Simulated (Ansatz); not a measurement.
The first iterations of a band of C₂H₈OSiTe (13 atoms, charge 0, multiplicity 1).

Level of theory: Ansatz, RKS PBE0-D4/def2-SVP.

```yaml
movable_images: 5
climbing_image: yes
spring: 5.0 eV/Å²
optimiser: quadratic models (default)
start_path: through a guess of the saddle point
force_threshold: 0.03 eV/Å
iteration_limit: 60
end_points: relaxed
```

Image 0:

```xyz
13
Properties=species:S:1:pos:R:3
C -0.012 0.451 1.855
C 1.107 0.301 0.848
Te 1.149 -1.624 -0.188
Si -0.689 -0.954 -1.729
O -0.318 0.408 -2.618
H 0.044 -0.317 2.639
H -1.004 0.368 1.384
H 0.043 1.439 2.344
H 1.071 1.061 0.054
H 2.098 0.372 1.319
H -0.880 -2.095 -2.665
H -1.945 -0.688 -0.958
H -0.644 1.243 -2.271
```

Image 6:

```xyz
13
Properties=species:S:1:pos:R:3
C 0.003 0.366 1.953
C 1.023 0.401 0.837
Te 1.160 -1.461 -0.303
Si -0.822 -0.853 -1.679
O -0.580 0.614 -2.439
H 0.220 -0.431 2.680
H -1.015 0.197 1.569
H -0.002 1.327 2.495
H 0.807 1.182 0.095
H 2.044 0.567 1.210
H -1.028 -1.989 -2.629
H -2.042 -0.646 -0.854
H 0.250 0.691 -2.921
```

| iteration | highest image above the first end (eV) | largest band force component (eV/Å) |
| --- | --- | --- |
| 1 | 0.675 | 11.370 |
| 2 | 0.126 | 0.969 |
| 3 | 0.116 | 1.025 |
| 4 | 0.016 | 0.331 |
| 5 | 0.013 | 0.390 |

Problem. Does the band converge within its limit, and where does its top end?

Solution. It converged. It ended after 16 iterations with the highest image 0.000 eV above the first end. The highest image is an end point: on this band no image between the ends rises above it.

The run took 3.8 min on 2 threads of Intel(R) Xeon(R) 6975P-C (Granite Rapids), with other jobs on the host, peak memory 0.35 GiB.
